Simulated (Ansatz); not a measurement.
Isomers of Si3O4⁻ (doublet), relaxed with r2SCAN-D4/def2-SVPD; total energies from Ansatz at PBE-QIDH/def2-TZVPD.

```json
{"isomer": "A", "description": "point group Cs; 6 × O–Si 1.54 to 1.80 Å; 1 × Si–Si 2.37 Å", "energy (Eh)": "-1168.82149"}
{"isomer": "B", "description": "point group C2; 6 × O–Si 1.56 to 1.72 Å; 1 × Si–Si 2.35 Å", "energy (Eh)": "-1168.81330"}
```

Correlated methods freeze 19 core orbitals.

The isomers come from a short search, and lower ones may exist.

Task: Work out the relative energies (1 Eh = 2625.5 kJ/mol) and the Boltzmann populations at 800 K from electronic energies alone (R = 8.314 J/mol/K).

Result: ΔE: A 0.0, B 21.5 kJ/mol. RT = 6.65 kJ/mol. Factors exp(−ΔE/RT): A 1, B 0.0394; sum 1.039. Populations: A 96.2 %, B 3.8 %. Zero-point energy, vibrational entropy and symmetry numbers are left out and can shift these; an error of 4 kJ/mol changes a ratio by a factor of 1.8. Over the other density-functional and correlated levels in def2 sets, the gap between A and B ranges from 2 to 16 kJ/mol.
